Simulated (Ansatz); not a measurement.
Frontier orbitals of CH8OSi3 (`OC[SiH]1[SiH2][SiH2]1`).

Cartesian coordinates in Å:
```
O -2.172 1.462 0.586
C -1.236 1.160 -0.432
Si -0.534 -0.572 -0.141
Si 1.628 -0.986 -0.907
Si 1.198 -0.856 1.382
H -2.552 2.326 0.408
H -1.695 1.178 -1.431
H -0.398 1.871 -0.448
H -1.534 -1.663 -0.270
H 1.957 -2.298 -1.518
H 2.376 0.137 -1.531
H 1.262 -2.096 2.195
H 1.701 0.338 2.107
```

Charge 0, multiplicity 1. The geometry is a stationary point of PBE0-D4/def2-TZVP. It is one conformer, not always the lowest. Basis def2-TZVPP, the Gaussian-basis code of Ansatz.

```
functional  HOMO (eV)  LUMO (eV)  gap (eV)
       PBE      -5.76      -1.90      3.86
      PBE0      -6.73      -1.06      5.67
   r2SCANh      -6.32      -1.44      4.88
   r2SCAN0      -6.86      -0.99      5.87
   ωB97M-V      -8.66       0.81      9.47
```

From PBE to PBE0 the HOMO moves by −0.97 eV and the LUMO by +0.83 eV, and with ωB97M-V by −2.90 and +2.71 eV, so the gap grows from 3.86 to 9.47 eV with exact exchange. A positive LUMO is unbound and depends on the basis.
